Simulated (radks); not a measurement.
Results of a calculation; reference values are marked as such.
Problem. Radial electron density D(r) = 4 pi r^2 rho(r) of an atom or ion with 63 electrons. Level of theory: Dirac Kohn-Sham, PBE, spin-unpolarised, spherical densities, finite nucleus; Fermi nuclear charge, rms radius of each element as measured or else 0.836 A^(1/3) + 0.57 fm (a radial shooting solver on a logarithmic mesh with Libxc functionals).

| r (bohr) | D(r) (e/bohr) |
|---|---|
| 0.001087 | 4.493 |
| 0.001266 | 5.755 |
| 0.001485 | 7.440 |
| 0.001729 | 9.451 |
| 0.002013 | 11.95 |
| 0.002362 | 15.19 |
| 0.00275 | 18.95 |
| 0.003227 | 23.70 |
| 0.003757 | 29.04 |
| 0.004373 | 35.20 |
| 0.005132 | 42.51 |
| 0.005975 | 50.10 |
| 0.007011 | 58.47 |
| 0.008162 | 66.36 |
| 0.009502 | 73.65 |
| 0.01115 | 79.99 |
| 0.01298 | 84.08 |
| 0.01523 | 85.83 |
| 0.01774 | 84.99 |
| 0.02065 | 82.18 |
| 0.02423 | 78.40 |
| 0.02821 | 75.84 |
| 0.0331 | 76.33 |
| 0.03853 | 81.10 |
| 0.04486 | 89.78 |
| 0.05264 | 100.7 |
| 0.06129 | 108.7 |
| 0.07192 | 110.5 |
| 0.08372 | 104.6 |
| 0.09747 | 94.12 |
| 0.1144 | 84.86 |
| 0.1332 | 83.51 |
| 0.155 | 89.68 |
| 0.1819 | 96.97 |
| 0.2118 | 95.07 |
| 0.2485 | 79.74 |
| 0.2893 | 58.97 |
| 0.3368 | 43.58 |
| 0.3953 | 40.11 |
| 0.4601 | 44.75 |
| 0.54 | 47.51 |
| 0.6286 | 42.52 |
| 0.7318 | 32.32 |
| 0.8588 | 21.88 |
| 0.9998 | 15.55 |
| 1.173 | 12.15 |
| 1.366 | 9.988 |
| 1.59 | 7.663 |
| 1.866 | 5.076 |
| 2.172 | 3.044 |
| 2.549 | 1.694 |
| 2.968 | 1.067 |
| 3.455 | 0.7952 |
| 4.054 | 0.6303 |
| 4.72 | 0.4687 |
| 5.539 | 0.2896 |
| 6.448 | 0.1514 |
| 7.507 | 0.06503 |
| 8.809 | 0.02101 |
| 10.26 | 0.005498 |
| 12.03 | 0.0009728 |
| 14.01 | 0.0001342 |

What is the nuclear charge?

Solution. Z = 63. The innermost maximum, from 1s, lies near gamma/Z bohr with gamma = sqrt(1 - (Z/c)^2) = 0.888, here 0.0141 bohr (found: 0.0156), and its height grows with Z. The density is that of neutral europium in [Xe] 4f7 6s2; the configuration itself is not fixed sharply by these data, and Z only to a few units. D(r) has 4 maxima, at r = 0.0156, 0.0685, 0.192, 0.531 bohr, and minima at 0.0301, 0.126, 0.380 bohr, inside which lie 2.02, 11.14, 29.26 electrons.
